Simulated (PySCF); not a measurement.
Correlation energy of Ti (titanium, neutral)

[Ar] 3d2 4s1 4p1, one real determinant (an excited configuration). Calculation: PySCF 2.14, in def2-QZVPPD; the non-relativistic Hamiltonian (point nucleus). Frozen: [Ar]; 4 electrons correlated.

```csv
level,correlation energy (mhartree)
CCSD,-22.01
(T),-0.55
CCSD(T),-22.56
```

Diagnostics: T1 = 0.012, D1 = 0.0250, largest double amplitude 0.072.

**Question.** Is a single reference adequate?

**Answer.** Mostly. T1 lies below 0.03, but a double amplitude of this size points to a near-degeneracy that CCSD handles and MP2 describes poorly.

The reference is one real determinant that mixes LS terms of this configuration.
